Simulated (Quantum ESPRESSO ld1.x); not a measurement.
Results of a calculation; reference values are marked as such.
Q: The mean radii <r> (bohr) of the occupied orbitals of an atom or ion are listed with their occupations. Level of theory: scalar-relativistic Kohn-Sham, exchange-only LDA, spin-polarised, spherical densities, point nucleus (ld1.x of Quantum ESPRESSO 7.5).

orbital  occ.      <r>
1s up       1  0.01715
1s down     1  0.01715
2s up       1  0.07238
2s down     1  0.07238
2p up       3  0.06525
2p down     3  0.06525
3s up       1   0.1872
3s down     1   0.1872
3p up       3   0.1883
3p down     3   0.1883
3d up       5   0.1705
3d down     5   0.1705
4s up       1   0.4153
4s down     1   0.4153
4p up       3   0.4423
4p down     3   0.4423
4d up       5   0.4686
4d down     5   0.4685
5s up       1   0.9525
5s down     1   0.9514
4f up       7   0.5168
4f down     7   0.5163
5p up       3    1.105
5p down     3    1.104
5d up       5    1.656
5d down     4    1.666

Name the element and its charge. Open shells, if any, are filled with parallel spins first.

A: Z = 78, platinum, charge +1: Pt+ in [Xe] 4f14 5d9. The 1s radius gives Z: for a bare nucleus <r> = (2 gamma + 1)/(2Z) with gamma = sqrt(1 - (Z/c)^2), 0.01695 bohr for Z = 78, and screening makes it slightly larger (0.01715 here). The occupations add up to 77, and the charge is Z minus that.
